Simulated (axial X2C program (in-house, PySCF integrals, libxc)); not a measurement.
## Worked dissociation energy of RuC: CCSD, without spin–orbit coupling

All values were computed with an axial X2C code built on PySCF integrals. Spin-free means the one-electron spin-free X2C Hamiltonian. Basis: Ru dyall-cv3z [12s12p8d5f3g], C dyall-v3z [7s6p2d1f] (cores contracted in-house); Gaussian nuclei, density fitting, unrestricted open shells. Masses: Ru 101.904 u, C 12.000 u.

Molecular state: M_S = 0, Λ = 0 (closed shell).

Correlated methods: 12 electrons correlated (number of frozen shells: Ru 4 s, 3 p, 1 d; C 1 s), 260 virtual spin orbitals or spinors in MP2, 108 natural virtuals in coupled cluster.

* E(Ru) (2M_S = 4, M_L = 2): -4528.238040 hartree
* E(C) (2M_S = 2, M_L = 0): -37.797327 hartree
* E(RuC) at Re: -4566.235892 hartree
* ωe: 1183.1 cm⁻¹

**Question.** Work out De and D0.

**Answer.** De = -4528.238040 + (-37.797327) − (-4566.235892) = 0.20052 hartree = 5.457 eV. The zero-point energy is ωe/2 = 592 cm⁻¹ = 0.073 eV, so D0 = 5.383 eV.

The state is a single determinant with fixed occupations, the lowest that a limited PBE0 search found. Closed shells are restricted here (equal orbitals for both partners); the stretched side of such a curve lies too high. De is counted from the lowest determinant-based energies of the atoms at the same level, without counterpoise correction. CCSD ran in a truncated set of natural virtual spinors with an MP2 remainder; without triples it tends to underbind. Other states lie close and PBE0, whose exact exchange favours high spin, may order them wrongly; the determinant shown need not be the ground state. The nearest other spin-free determinant of the search, M_S = 1, Λ = 2, lies 0.07 eV up at the distance of the search. With spin–orbit coupling the lowest determinant has another configuration, so this spin-free state is a model.

Each atomic determinant is the lowest at this level and need not be a pure term. Totals compare only within one Hamiltonian and basis.
